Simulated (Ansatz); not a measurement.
Gas-phase reaction in SMILES: CC(C)NB(Cl)Cl [N-dichloroboranylpropan-2-amine] + 6 [H][H] (H2) → B (BH3) + 3 C (CH4) + 2 Cl (HCl) + N (NH3)
Each molecule is optimised on its own at B3LYP-D3(BJ)/def2-TZVP (Ansatz, a first-principles code), one conformer each, not searched for the lowest.

Wanted: energy of full hydrogenation (electronic energy difference), in kcal/mol. Correlated levels leave the core frozen unless marked. No spin-orbit coupling. No relativistic terms. CBS(X,Y): correlation extrapolated as X^-3; Hartree-Fock from the larger set.

```json
[
 {"level": "BLYP/def2-TZVPD", "program": "Ansatz", "energy of full hydrogenation (kcal/mol)": "-3.3"},
 {"level": "B97M-V/def2-TZVPD", "program": "Ansatz", "energy of full hydrogenation (kcal/mol)": "3.8"},
 {"level": "BHLYP-D4/def2-TZVPD", "program": "Ansatz + dftd4", "energy of full hydrogenation (kcal/mol)": "1.1"},
 {"level": "CAM-B3LYP-D4/def2-TZVPD", "program": "Ansatz + dftd4", "energy of full hydrogenation (kcal/mol)": "4.0"},
 {"level": "MP2/cc-pV(D+d)Z", "program": "Ansatz", "energy of full hydrogenation (kcal/mol)": "16.2"},
 {"level": "MP2/aug-cc-pV(T+d)Z", "program": "Ansatz", "energy of full hydrogenation (kcal/mol)": "13.0"},
 {"level": "RI-MP2/cc-pV(Q+d)Z", "program": "Ansatz", "energy of full hydrogenation (kcal/mol)": "14.2"}
]
```

Estimate the value at CCSD(T)/CBS(cc-pV(T+d)Z,cc-pV(Q+d)Z) as computed with Ansatz.

8.2 kcal/mol
